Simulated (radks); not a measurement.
Problem. The mean radii <r> (bohr) of the occupied orbitals of an atom or ion are listed with their occupations. Method: scalar-relativistic Kohn-Sham, AM05, spin-polarised, spherical densities, finite nucleus; Fermi nuclear charge, rms radius of each element as measured or else 0.836 A^(1/3) + 0.57 fm; computed with a radial shooting solver on a logarithmic mesh with Libxc functionals.

| orbital | occ. | <r> |
|---|---|---|
| 1s up | 1 | 0.01606 |
| 1s down | 1 | 0.01606 |
| 2s up | 1 | 0.06765 |
| 2s down | 1 | 0.06765 |
| 2p up | 3 | 0.06145 |
| 2p down | 3 | 0.06145 |
| 3s up | 1 | 0.1747 |
| 3s down | 1 | 0.1747 |
| 3p up | 3 | 0.1765 |
| 3p down | 3 | 0.1765 |
| 3d up | 5 | 0.1600 |
| 3d down | 5 | 0.1600 |
| 4s up | 1 | 0.3845 |
| 4s down | 1 | 0.3845 |
| 4p up | 3 | 0.4102 |
| 4p down | 3 | 0.4102 |
| 4d up | 5 | 0.4312 |
| 4d down | 5 | 0.4312 |
| 5s up | 1 | 0.8533 |
| 5s down | 1 | 0.8531 |
| 4f up | 7 | 0.4539 |
| 4f down | 7 | 0.4538 |
| 5p up | 3 | 0.9771 |
| 5p down | 3 | 0.9753 |
| 5d up | 5 | 1.303 |
| 5d down | 5 | 1.282 |
| 6s up | 1 | 2.222 |
| 6p up | 2 | 2.882 |

Name the element and its charge. Open shells, if any, are filled with parallel spins first.

Solution. Z = 82, lead, charge +1: Pb+ in [Xe] 4f14 5d10 6s1 6p2. The 1s radius gives Z: for a bare nucleus <r> = (2 gamma + 1)/(2Z) with gamma = sqrt(1 - (Z/c)^2), 0.01587 bohr for Z = 82, and screening makes it slightly larger (0.01606 here). The occupations add up to 81, and the charge is Z minus that.
